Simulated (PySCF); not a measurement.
# Correlation energy of Xe³⁺ (xenon, charge +3)

[Kr] 4d10 5s2 5p3, high-spin 4S determinant. Calculation: PySCF 2.14, in dyall-av2z (22s16p12d, 130 functions); the non-relativistic Hamiltonian (point nucleus). Frozen: [Kr] 4d10; 5 electrons correlated; the 62 highest virtual orbitals of each spin left out.

MP2 pair energies summed by pair of shells (mhartree):

```tsv
pair	energy	share (%)
5s-5p	-38.41	66.6
5p-5p	-13.46	23.3
5s-5s	-5.78	10.0
```

Total MP2 correlation energy: -57.65 mhartree.

Same-spin part -14.85 and opposite-spin part -42.80 mhartree; SCS-MP2 scales them by 1/3 and 6/5 to -56.31 mhartree.
